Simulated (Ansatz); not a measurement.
Ansatz (a program for electronic structure) input (B3LYP/LANL2DZ): The .json file is the Basis Set Exchange's LANL2DZ.

Ansatz 0.2 input:
```yaml
crystal:
  periodic: [false, false, false]
  atoms:
    - {symbol: C, position_ang: [-2.05133800, 0.01755900, 0.23772100]}
    - {symbol: O, position_ang: [-0.86943300, -0.58400300, 0.51207200]}
    - {symbol: Ge, position_ang: [0.66110300, 0.09982600, -0.16350500]}
    - {symbol: H, position_ang: [-2.07795300, 1.08984400, 0.06901900]}
    - {symbol: H, position_ang: [-2.92452200, -0.50626600, 0.60096000]}
    - {symbol: H, position_ang: [0.68080200, 1.60457500, 0.15976500]}
    - {symbol: H, position_ang: [1.76233600, -0.67728200, 0.56143000]}
    - {symbol: H, position_ang: [0.66752900, -0.13863400, -1.68192900]}
basis:
  gaussian:
    orbitals: LANL2DZ.json
hamiltonian:
  xc: {name: B3LYP}
magnetization: {spin_polarized: true, initial_magnetization: 1}
relax: {f_tol: 0.003, max_steps: 120}
```

Output:

```
Functional definition: B3LYP
integrals: 0.01 GiB planned
537 factors; integrals over basis functions are off by at most 3.3e-4 eV
mean field: 0.13 GiB planned
mean field evaluation 1: about -3262.0252 eV, gradient 2.9e1 eV
mean field evaluation 2: about -3252.3942 eV, gradient 5.7e1 eV
mean field evaluation 4: about -3265.9049 eV, gradient 2.3e0 eV
mean field evaluation 8: about -3265.9734 eV, gradient 6.6e-2 eV
mean field evaluation 16: about -3265.9734 eV, gradient 5.5e-5 eV
mean field -3265.97340860 eV, -120.0223090098 hartree, gradient 5.5e-5 eV, S^2 0.753249; 0 other end points of the search recorded, 0 dependent functions left out
the calculation of the forces begins
reference -3265.97363452 eV, -120.0223173123 hartree; 12, 11 occupied and 24, 25 virtual orbitals, 537 factors
relax step   1: F+E_penalty+E_count = -3265.97340860 eV  Δ(F+E_penalty+E_count) = +0.000e0 eV  max|allowed force component| = 1.374e0 eV/Å  Δτ_max = 0.0000 Å  (27 SCF iters, accepted)
these checks for a lower state are left out or cut short: starts, cluster_reference, orbital_swaps, neighbouring_geometries, increment
integrals: 0.01 GiB planned
537 factors; integrals over basis functions are off by at most 3.4e-4 eV
mean field: 0.13 GiB planned
mean field -3266.02398194 eV, -120.0241675458 hartree, gradient 1.7e-5 eV, S^2 0.753485; 0 other end points of the search recorded, 0 dependent functions left out
the calculation of the forces begins
reference -3266.02420852 eV, -120.0241758724 hartree; 12, 11 occupied and 24, 25 virtual orbitals, 537 factors
relax step   2: F+E_penalty+E_count = -3266.02398194 eV  Δ(F+E_penalty+E_count) = -5.057e-2 eV  max|allowed force component| = 5.490e-1 eV/Å  Δτ_max = 0.0877 Å  (31 SCF iters, accepted)
these checks for a lower state are left out or cut short: starts, cluster_reference, orbital_swaps, neighbouring_geometries, increment
integrals: 0.01 GiB planned
537 factors; integrals over basis functions are off by at most 3.4e-4 eV
mean field: 0.13 GiB planned
mean field -3266.03208436 eV, -120.0244653042 hartree, gradient 1.6e-5 eV, S^2 0.753531; 0 other end points of the search recorded, 0 dependent functions left out
the calculation of the forces begins
reference -3266.03231099 eV, -120.0244736326 hartree; 12, 11 occupied and 24, 25 virtual orbitals, 537 factors
relax step   3: F+E_penalty+E_count = -3266.03208436 eV  Δ(F+E_penalty+E_count) = -8.102e-3 eV  max|allowed force component| = 1.069e-1 eV/Å  Δτ_max = 0.0463 Å  (31 SCF iters, accepted)
these checks for a lower state are left out or cut short: starts, cluster_reference, orbital_swaps, neighbouring_geometries, increment
integrals: 0.01 GiB planned
537 factors; integrals over basis functions are off by at most 3.4e-4 eV
mean field: 0.13 GiB planned
mean field evaluation 32: about -3265.9944 eV, gradient 5.5e-2 eV
mean field -3266.03336379 eV, -120.0245123225 hartree, gradient 1.5e-5 eV, S^2 0.753464; 0 other end points of the search recorded, 0 dependent functions left out
the calculation of the forces begins
reference -3266.03359042 eV, -120.0245206508 hartree; 12, 11 occupied and 24, 25 virtual orbitals, 537 factors
relax step   4: F+E_penalty+E_count = -3266.03336379 eV  Δ(F+E_penalty+E_count) = -1.279e-3 eV  max|allowed force component| = 1.309e-1 eV/Å  Δτ_max = 0.0729 Å  (29 SCF iters, accepted)
these checks for a lower state are left out or cut short: starts, cluster_reference, orbital_swaps, neighbouring_geometries, increment
integrals: 0.01 GiB planned
537 factors; integrals over basis functions are off by at most 3.4e-4 eV
mean field: 0.13 GiB planned
mean field -3266.03517144 eV, -120.0245787521 hartree, gradient 1.4e-5 eV, S^2 0.753481; 0 other end points of the search recorded, 0 dependent functions left out
the calculation of the forces begins
reference -3266.03539808 eV, -120.0245870811 hartree; 12, 11 occupied and 24, 25 virtual orbitals, 537 factors
relax step   5: F+E_penalty+E_count = -3266.03517144 eV  Δ(F+E_penalty+E_count) = -1.808e-3 eV  max|allowed force component| = 3.053e-2 eV/Å  Δτ_max = 0.0241 Å  (30 SCF iters, accepted)
these checks for a lower state are left out or cut short: starts, cluster_reference, orbital_swaps, neighbouring_geometries, increment
integrals: 0.01 GiB planned
537 factors; integrals over basis functions are off by at most 3.4e-4 eV
mean field: 0.13 GiB planned
mean field -3266.03523175 eV, -120.0245809688 hartree, gradient 8.6e-6 eV, S^2 0.753485; 0 other end points of the search recorded, 0 dependent functions left out
the calculation of the forces begins
reference -3266.03545837 eV, -120.0245892966 hartree; 12, 11 occupied and 24, 25 virtual orbitals, 537 factors
relax step   6: F+E_penalty+E_count = -3266.03523175 eV  Δ(F+E_penalty+E_count) = -6.032e-5 eV  max|allowed force component| = 2.329e-2 eV/Å  Δτ_max = 0.0096 Å  (25 SCF iters, accepted)
these checks for a lower state are left out or cut short: starts, cluster_reference, orbital_swaps, neighbouring_geometries, increment
integrals: 0.01 GiB planned
537 factors; integrals over basis functions are off by at most 3.4e-4 eV
mean field: 0.13 GiB planned
mean field -3266.03524202 eV, -120.0245813459 hartree, gradient 1.4e-5 eV, S^2 0.753489; 0 other end points of the search recorded, 0 dependent functions left out
the calculation of the forces begins
reference -3266.03546859 eV, -120.0245896722 hartree; 12, 11 occupied and 24, 25 virtual orbitals, 537 factors
relax step   7: F+E_penalty+E_count = -3266.03524202 eV  Δ(F+E_penalty+E_count) = -1.026e-5 eV  max|allowed force component| = 1.664e-3 eV/Å  Δτ_max = 0.0032 Å  (24 SCF iters, accepted)
integrals: 0.01 GiB planned
537 factors; integrals over basis functions are off by at most 3.4e-4 eV
mean field: 0.13 GiB planned
mean field evaluation 64: about -3265.9955 eV, gradient 1.9e-1 eV
mean field -3266.03524202 eV, -120.0245813459 hartree, gradient 1.4e-5 eV, S^2 0.753489; 1 other end points of the search recorded, 0 dependent functions left out
the calculation of the forces begins
reference -3266.03546859 eV, -120.0245896722 hartree; 12, 11 occupied and 24, 25 virtual orbitals, 537 factors
Total energy: -3266.03546859 eV, -120.0245896722 hartree
Atom 0 at    -2.130742     0.032550     0.278450 Å, force    -0.001664    -0.000741    -0.000492 eV/Å
Atom 1 at    -0.870736    -0.511117     0.474799 Å, force     0.001501    -0.000182     0.001196 eV/Å
Atom 2 at     0.702179     0.103015    -0.176291 Å, force    -0.000173    -0.000014    -0.000014 eV/Å
Atom 3 at    -2.239250     1.102121     0.095964 Å, force    -0.000317     0.000705     0.000344 eV/Å
Atom 4 at    -2.952582    -0.584803     0.623728 Å, force     0.000546     0.000627    -0.000314 eV/Å
Atom 5 at     0.821349     1.617110     0.123419 Å, force    -0.000466    -0.000094    -0.000081 eV/Å
Atom 6 at     1.759921    -0.717150     0.577263 Å, force    -0.000169    -0.000232    -0.000431 eV/Å
Atom 7 at     0.758385    -0.136106    -1.701798 Å, force     0.000742    -0.000069    -0.000206 eV/Å
Dipole moment:     0.251415     0.269946    -0.144689 e Å
```

The geometry given is a B3LYP-D3(BJ)/def2-TZVP minimum.
